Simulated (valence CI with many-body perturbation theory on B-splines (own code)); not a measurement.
E1 line list for Ge

Method: valence CI with perturbative core correlation (CI+MBPT): four valence electrons over a frozen Dirac-Fock core [Ar] 3d10, radial functions for each j: 11 s, 11 p, 9 d, 7 f, 5 g, 2 h, 1 i, with the one-electron correlation potential Σ1 (screened to all orders), the two-electron term Σ2, the three-electron term Σ3, Breit, model QED; selected single and double excitations, second order for the rest, scaled by the run's own slope (own B-spline code, finite nucleus).

Set against measurement, 31 paired levels are off by 127 cm⁻¹ on average, the worst by 262. These come from a selection out of the NIST Handbook of Basic Atomic Spectroscopic Data. Levels without a partner in it may be off by more. Among the levels kept, up to 650 cm⁻¹ of a level comes from second order outside the variational space, and about a tenth of that is noise between levels of different J, which matters for small intervals.

Lines 101 to 150 of 243 in falling wavelength, among levels below 58484 cm⁻¹, chosen from the strongest by gf and those to the six lowest levels. Wavelengths and rates use the calculated energies, so an error of 100 cm⁻¹ moves a line at 1180 nm by 1.2 % and its rate by three times that or more. Electric multipoles are in the length gauge, E1 and E2 with the static RPA response of the core. Weak lines are less certain than strong ones. Lines between different terms over intervals too small for the method are left out, as are lines whose strength nearly cancels. Where a level lies close to another of its J and parity, the split of strength between their lines is uncertain. The highest levels of a list are the least certain.

Names give the largest LS component (configuration and term), which can be under half, so a name can repeat, a term be missing and a line seem to break the LS rules; names also repeat where a configuration has a term twice. Letters in brackets count levels of one name in rising energy.

```tsv
λ vac (nm)	λ from measured levels	Upper	Lower	A (s⁻¹)	log gf	Branch %
1202		4s2.4p.6p 3D_3	4s2.4p.4d 1D°_2	1.49e+06	-0.65	19.2
1202		4s2.4p.5d 3P°_2	4s2.4p.5p 3S_1	1.80e+06	-0.71	5.4
1197		4s2.4p.4f 3G_3	4s2.4p.4d 1D°_2	7.12e+06	0.03	40.2
1196		4s2.4p.4f 3D_3 [a]	4s2.4p.4d 1D°_2	4.41e+06	-0.18	31.2
1195		4s2.4p.4f 3F_2 [a]	4s2.4p.4d 1D°_2	2.06e+06	-0.66	12.6
1187		4s2.4p.5d 1F°_3	4s2.4p.5p 1D_2	2.57e+06	-0.42	2.9
1184		4s2.4p.4f 1F_3	4s2.4p.4d 3F°_2	1.24e+07	0.26	68.4
1180	1172	4s2.4p.5p 1P_1	4s2.4p.5s 3P°_0	3.15e+06	-0.71	20.1
1174		4s2.4p.4f 3F_2 [b]	4s2.4p.4d 3F°_2	3.20e+06	-0.48	19.7
1170		4s2.4p.5d 3D°_2	4s2.4p.5p 3D_1	7.34e+06	-0.12	38.9
1153		4s2.4p.5d 3F°_3	4s2.4p.5p 3D_3	3.31e+06	-0.33	12.1
1138		4s2.4p.5d 3F°_2 [b]	4s2.4p.5p 3P_1	2.67e+06	-0.59	12.6
1134		4s2.4p.5d 3D°_3	4s2.4p.5p 3D_2	6.81e+06	-0.04	17.6
1118	1113	4s2.4p.5p 3D_3	4s2.4p.5s 3P°_2	2.05e+07	0.43	100.0
1101	1095	4s2.4p.5p 3D_2	4s2.4p.5s 3P°_1	2.06e+07	0.27	97.2
1080	1074	4s2.4p.5p 3D_1	4s2.4p.5s 3P°_0	1.65e+07	-0.06	82.7
1074		4s2.4p.5d 3P°_2	4s2.4p.5p 3P_1	2.62e+06	-0.64	7.8
1068		4s2.4p.4f 3F_4	4s2.4p.4d 3D°_3	2.54e+06	-0.41	14.9
1063		4s2.4p.5d 3F°_4	4s2.4p.5p 3D_3	8.30e+06	0.10	98.5
1045	1041	4s2.4p.5p 3P_2	4s2.4p.5s 3P°_2	2.36e+07	0.29	90.9
1042	1039	4s2.4p.5p 1D_2	4s2.4p.5s 1P°_1	2.33e+07	0.28	94.5
1037		4s2.4p.4f 3F_2 [b]	4s2.4p.4d 3D°_1	2.67e+06	-0.67	16.4
1033		4s2.4p.5d 3F°_2 [a]	4s2.4p.5p 1P_1	7.40e+06	-0.23	47.8
1026	1020	4s2.4p.5p 3P_0	4s2.4p.5s 3P°_1	2.59e+07	-0.39	98.4
1009	1004	4s2.4p.5p 3S_1	4s2.4p.5s 3P°_2	2.41e+07	0.04	95.0
990.6		4s2.4p.4f 3D_3 [b]	4s2.4p.4d 1D°_2	1.95e+06	-0.70	11.7
968.0	962.8	4s2.4p.5p 3P_1	4s2.4p.5s 3P°_1	9.79e+06	-0.38	42.8
945.2	940.1	4s2.4p.5p 3P_1	4s2.4p.5s 3P°_0	3.09e+06	-0.91	13.5
913.0	909.8	4s2.4p.5p 1S_0	4s2.4p.5s 1P°_1	2.20e+07	-0.56	99.5
864.5	860.3	4s2.4p.5p 3S_1	4s2.4p.5s 3P°_0	6.63e+03	-3.65	0.0
575.7		4s2.4p.6p 3D_1	4s2.4p.5s 3P°_0	1.71e+05	-2.59	3.9
566.1		4s2.4p.6p 3P_1	4s2.4p.5s 3P°_0	1.51e+06	-1.66	23.0
523.2		4s2.4p.6p 1P_1	4s2.4p.5s 3P°_0	9.23e+04	-2.94	2.1
512.7		4s2.4p.6p 3S_1	4s2.4p.5s 3P°_0	5.71e+03	-4.17	0.1
479.0		4s2.4p.7p 3D_1	4s2.4p.5s 3P°_0	4.56e+04	-3.33	2.4
476.0		4s2.4p.7p 3P_1	4s2.4p.5s 3P°_0	5.05e+05	-2.29	16.2
468.8	468.7	4s2.4p.5s 3P°_1	4s2.4p2 1S_0	7.13e+05	-2.15	0.3
423.2	422.8	4s2.4p.5s 1P°_1	4s2.4p2 1S_0	1.12e+07	-1.05	4.7
327.5	327.0	4s2.4p.5s 3P°_1	4s2.4p2 1D_2	1.94e+07	-1.03	8.9
313.1	312.6	4s2.4p.5s 3P°_2	4s2.4p2 1D_2	1.67e+06	-1.91	0.8
308.2	306.8	4s2.4p.4d 3D°_1	4s2.4p2 1S_0	1.54e+06	-2.18	0.6
304.6	304.0	4s2.4p.5s 1P°_1	4s2.4p2 1D_2	2.06e+08	-0.07	86.9
283.8	283.0	4s2.4p.4d 3P°_1	4s2.4p2 1S_0	7.26e+06	-1.58	5.3
280.1		4s2.4p.6s 3P°_1	4s2.4p2 1S_0	9.52e+06	-1.47	10.6
276.1	275.5	4s2.4p.5s 3P°_1	4s2.4p2 3P_2	8.58e+07	-0.53	39.6
274.7	274.1	4s2.4p.4d 1P°_1	4s2.4p2 1S_0	8.92e+07	-0.52	80.3
271.6	271.0	4s2.4p.5s 3P°_0	4s2.4p2 3P_1	2.11e+08	-0.63	100.0
269.7	269.2	4s2.4p.5s 3P°_1	4s2.4p2 3P_1	4.63e+07	-0.82	21.4
265.8	265.2	4s2.4p.5s 3P°_2	4s2.4p2 3P_2	1.62e+08	-0.07	73.4
265.7	265.2	4s2.4p.5s 3P°_1	4s2.4p2 3P_0	6.44e+07	-0.69	29.7
```

Question: How does gf follow from A for the line at 313.1 nm?

Answer: gf = 1.4992 × (2J+1)_upper × A / σ², with σ = 31937 cm⁻¹ and 2J+1 = 5: gf = 0.0123.
